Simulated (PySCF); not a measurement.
# Tm⁺ (thulium, charge +1) across methods

[Xe] 4f13 6s1, high-spin 3F determinant. Computed with PySCF 2.14 in ANO-RCC-VTZP (8s7p5d3f2g1h, 104 functions), with the spin-free X2C one-electron Hamiltonian (Gaussian nucleus).

| method | E (hartree) | mean ε 4f α (eV) | mean ε 6s α (eV) | mean ε 4f β (eV) | Σ⟨r²⟩ (bohr²) | ⟨S²⟩ |
| --- | --- | --- | --- | --- | --- | --- |
| PBE | -13566.56 | -10.056 | -9.483 | -9.180 | 51.50 | 2.000 |
| r2SCAN | -13566.65 | -9.955 | -9.579 | -9.004 | 51.51 | 2.001 |
| PBE0 | -13566.30 | -12.884 | -10.013 | -11.893 | 51.53 | 2.000 |
| UHF | -13561.57914 | -20.743 | -11.192 | -19.327 | 52.60 | 2.001 |
| LDA | -13557.33 | -10.381 | -9.735 | -9.475 | 51.22 | 2.000 |

Spin-orbit coupling, absent here, splits the open shell strongly.
